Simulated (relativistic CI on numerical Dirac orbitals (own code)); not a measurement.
A reference radial Dirac CI calculation of Sb3+ gave the lowest total energy -6470.87626 Ha in 22 SCF steps, from this input:

```
atom Sb  Z=51  charge=3  electrons=48
nucleus A=121  rms_radius_fm=4.6802
hamiltonian dirac-coulomb  breit=on  qed=on  c_scale=1
orbitals kli  potential=per-configuration
slater_scale 1
correlation none
mixing on
grid step=0.0125 r_max=50.3
scf mixing=0.4 start=green max_iterations=150 tolerance=2e-08 node_fill=0.05
configurations
  [Kr] 4d10 5s2
  [Kr] 4d10 5s 5p
end
```

One setting was then changed (and the iteration limit cut to 63), and the output read:

```
SCF 1: [Kr] 4d10 5s2
 iter      energy (Ha)   residual   last orbital (Ha)
    1     -6457.603754   2.42e+00     -2.48664
    2     -6476.393746   8.19e-01     -1.84431
    3     -6478.619092   1.36e-01     -1.57923
    4     -6478.700517   9.23e-02     -1.57719
    5     -6478.721587   2.83e-02     -1.55104
    6     -6478.721591   3.06e-03     -1.53532
    7     -6478.721987   6.20e-04     -1.53655
    8     -6478.721951   9.90e-05     -1.53643
    9     -6478.721945   5.39e-06     -1.53638
   10     -6478.721945   1.65e-06     -1.53638
   11     -6478.721945   1.21e-08     -1.53638
SCF 2: [Kr] 4d10 5s 5p
 iter      energy (Ha)   residual   last orbital (Ha)
    1     -6457.403551   2.40e+00     -1.91031
    2     -6476.089343   8.16e-01     -1.42034
    3     -6478.312324   1.38e-01     -1.23556
    4     -6478.391990   8.82e-02     -1.23506
    5     -6478.411385   2.52e-02     -1.21819
    6     -6478.411229   3.20e-03     -1.20846
    7     -6478.411595   3.50e-04     -1.20931
    8     -6478.411586   8.48e-05     -1.20930
    9     -6478.411582   7.99e-06     -1.20927
   10     -6478.411581   1.15e-06     -1.20926
   11     -6478.411581   1.86e-08     -1.20926
orbital energies (Ha): 3d3/2 -20.4223  3d5/2 -20.0653  4s -6.6485  4p1/2 -5.1403  4p3/2 -4.8310  4d3/2 -2.4439  4d5/2 -2.3991  5s -1.5364
configuration averages (Ha): Dirac-Coulomb, Breit, QED
  5s2                          -6478.721945    4.732487    3.157280
  5s 5p                        -6478.411581    4.732502    3.156398
levels: no., configuration, term, J, E (cm-1), weight
   1 5s2                    1S   0                0.0  1.00
   2 5s 5p                  3P*  0            52786.2  1.00
   3 5s 5p                  3P*  1            55171.7  0.99
   4 5s 5p                  3P*  2            60698.0  1.00
   5 5s 5p                  1P*  1            97775.0  0.99
lowest total energy -6470.832178 Ha
warning: orbitals of one symmetry overlap by 1.5e-04
end: converged
```

Problem. Which setting was changed?
A. SCF mixing
B. grid step
C. configuration list
D. speed of light

Solution. B. The grid step 0.15. This setting is bad on purpose; its numbers may not be properties of the ion.
